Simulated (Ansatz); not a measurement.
Consider the redistribution: `OB(F)O[SiH3]` + `[CH3][GaH][SiH3]` → `OB([SiH3])O[SiH3]` + `[CH3][GaH][F]`.

Program: Ansatz. Geometries: PBE0-D4/def2-TZVP. ΔE: electronic, gas phase. CBS: MP2 limit from def2 TZ/QZ plus the TZ coupled-cluster correction, frozen cores. DFT in def2-TZVPP. For Ga outer-core shells are correlated without core-valence functions, which leaves a few kJ/mol of doubt a bond. Scalar relativity is left out up to krypton. Each species was taken in one conformer, which may not be the lowest.

`OB(F)O[SiH3]`:

Z-matrix (Å, degrees):
```
Si
O 1 1.655
H 1 1.484 2 110.2
H 1 1.484 2 110.2 3 -121.4
H 1 1.480 2 106.4 3 119.3
B 2 1.348 1 131.9 3 60.8
F 6 1.334 2 118.9 1 180.0
O 6 1.359 2 121.1 1 -0.0
H 8 0.960 6 113.4 2 180.0
```

`[CH3][GaH][SiH3]`:

Z-matrix (Å, degrees):
```
C
Ga 1 1.971
H 1 1.094 2 109.2
H 1 1.090 2 113.1 3 120.9
H 1 1.093 2 110.1 3 -116.9
Si 2 2.419 1 120.8 3 -114.8
H 2 1.578 1 118.1 3 64.8
H 6 1.492 2 110.2 1 -59.4
H 6 1.492 2 110.2 1 58.1
H 6 1.489 2 114.2 1 179.3
```

`OB([SiH3])O[SiH3]`:

Cartesian coordinates in Å:
```
O 0.376 -1.326 -1.960
B 0.169 -0.553 -0.864
Si 0.398 1.463 -1.072
O -0.179 -1.162 0.308
Si -0.517 -0.640 1.836
H 0.246 -2.263 -1.772
H 1.451 1.970 -0.146
H -0.866 2.174 -0.725
H 0.777 1.827 -2.462
H 0.447 -1.271 2.769
H -1.898 -1.058 2.178
H -0.402 0.839 1.911
```

`[CH3][GaH][F]`:

Cartesian coordinates in Å:
```
C 0.512 -0.739 -0.245
Ga -0.609 0.727 0.385
F -0.392 2.235 -0.510
H -0.023 -1.299 -1.016
H 1.428 -0.346 -0.688
H 0.762 -1.431 0.561
H -1.678 0.852 1.513
```

```tsv
level	ΔE (kcal/mol)
ωB97X-V	15.7
ωB97M-V	17.2
PBE	16.2
r2SCAN	17.4
PBE0	18.3
HF/def2-TZVPP	20.7
CCSD(T)/def2-TZVPP	17.3
MP2/def2-QZVPP	16.2
```

Task: What does CCSD(T)/CBS give? (An estimate is asked.)

Result: Computed: +17.1 kcal/mol. The listed levels differ from it by -1.4, 0.1, -0.9, 0.3, 1.2, 3.6, 0.2, -0.9 kcal/mol.

Largest T1 diagnostic among the species: 0.014.

In def2-TZVPP, CCSD(T) changes the Hartree–Fock value by −3.4 kcal/mol (the triples alone add −0.8 kcal/mol) and MP2 by −4.1 kcal/mol. From PBE to PBE0 (25 % exact exchange), in def2-TZVPP and without D4, ΔE moves by +2.1 kcal/mol.
